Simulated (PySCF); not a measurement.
C5H9O2, doublet, geometry from GFN2-xTB. Base run: MP2/3-21G (PySCF).

Here is a job for PySCF.
```python
from pyscf import gto, scf, mp

mol = gto.Mole()
mol.atom = '''
    C     3.000444    0.797597    0.665710
    C     2.045871   -0.275845    0.158005
    C     0.592722    0.077869    0.472804
    C    -0.359213   -0.990796   -0.035625
    O    -1.754664   -0.657624    0.318519
    C    -2.412810    0.182404   -0.375233
    O    -2.207495    0.845031   -1.351742
    H     2.909567    0.910949    1.743492
    H     4.028776    0.532297    0.433618
    H     2.779207    1.755238    0.200530
    H     2.293477   -1.233481    0.621048
    H     2.164284   -0.387380   -0.921734
    H     0.339606    1.031777    0.004304
    H     0.464880    0.186101    1.552047
    H    -0.182264   -1.955186    0.441156
    H    -0.302347   -1.086945   -1.122644
'''
mol.basis = '3-21g'
mol.charge = 0
mol.spin = 1
mol.verbose = 4
mol.build()

mf = scf.UHF(mol)
mf.kernel()

pt = mp.MP2(mf, frozen=7)
pt.kernel()
print('E(MP2) = %.10f' % pt.e_tot)
```

The base run was repeated with changes; each row names its change, and settings that it needs were set with it.

```tsv
change	basis functions	E (Eh)	MP2 correlation (Eh)	SCF-reference HOMO (eV)	SCF-reference dipole (D)	core-seconds (rough)
base	81	-343.02193	-0.67849	-10.02	3.72	3
basis = STO-3G	44	-340.26196	-0.35580	-7.31	2.60	2
basis = 6-31G	81	-344.77868	-0.68285	-10.42	3.91	4
basis = pcseg-0	81	[?]	[?]	[?]	[?]	3
basis = def2-SV(P)	116	-344.95064	-0.97305	-10.41	3.66	9
basis = 6-31G*	116	-345.22952	-0.96957	-10.30	3.60	10
basis = pcseg-1	143	[?]	[?]	[?]	[?]	20
basis = def2-SVP	143	-345.04103	-1.03807	-10.39	3.69	30
basis = 6-31G**	143	-345.30219	-1.02757	-10.30	3.61	20
basis = pc-1	143	-345.21523	-1.04399	-10.53	3.82	20
basis = cc-pVDZ	143	[?]	[?]	[?]	[?]	30
basis = 6-31+G*	144	-345.24905	-0.98115	-10.50	3.75	30
```

Question: Fill in the missing entries.

Answer: 
- basis = pcseg-0, E (Eh): -343.92802
- basis = pcseg-0, MP2 correlation (Eh): -0.69181
- basis = pcseg-0, SCF-reference HOMO (eV): -10.36
- basis = pcseg-0, SCF-reference dipole (D): 3.92
- basis = pcseg-1, E (Eh): -345.21137
- basis = pcseg-1, MP2 correlation (Eh): -1.04395
- basis = pcseg-1, SCF-reference HOMO (eV): -10.52
- basis = pcseg-1, SCF-reference dipole (D): 3.83
- basis = cc-pVDZ, E (Eh): -345.32787
- basis = cc-pVDZ, MP2 correlation (Eh): -1.04012
- basis = cc-pVDZ, SCF-reference HOMO (eV): -10.28
- basis = cc-pVDZ, SCF-reference dipole (D): 3.62

Totals compare only among sets that treat the same electrons; sets with core potentials leave the core out.

Open shells are given as the SCF converged; they aren't shown to be the lowest states, and a large step between rows can be another state.
